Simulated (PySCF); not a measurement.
## Working out the ionisation energy of Ni

Ni [Ar] 3d8 4s2 (3F) → Ni⁺ [Ar] 3d9 (2D). Calculation: PySCF 2.14, in aug-cc-pwCVTZ (10s9p7d4f3g, 127 functions); no relativity, point nucleus. Frozen: nothing. Energies in hartree (1 hartree = 27.21139 eV):

```
             part    Ni (lower)   Ni⁺ (upper)
              UHF  -1506.879932  -1506.596153
MP2 opposite-spin     -0.715676     -0.753109
    MP2 same-spin     -0.339711     -0.369011
```

Task: What does Hartree-Fock give?

Result: (-1506.596153) − (-1506.879932) = 0.283779 hartree = 7.722 eV.

Task: What do MP2 and SCS-MP2 (6/5 opposite-spin, 1/3 same-spin) give?

Result: The opposite-spin parts differ by -1.019 eV and the same-spin parts by -0.797 eV. MP2: 7.722 + (-1.019) + (-0.797) = 5.906 eV. SCS-MP2: 7.722 + 1.2 × (-1.019) + (-0.797)/3 = 6.234 eV.

A first-order spin-orbit estimate adds 0.053 eV to MP2 (all electrons), giving 5.959 eV against 7.640 eV (measured; NIST Atomic Spectra Database, ionization energies).

The calculation is non-relativistic.

What remains against the reference includes basis incompleteness and correlation beyond second order.
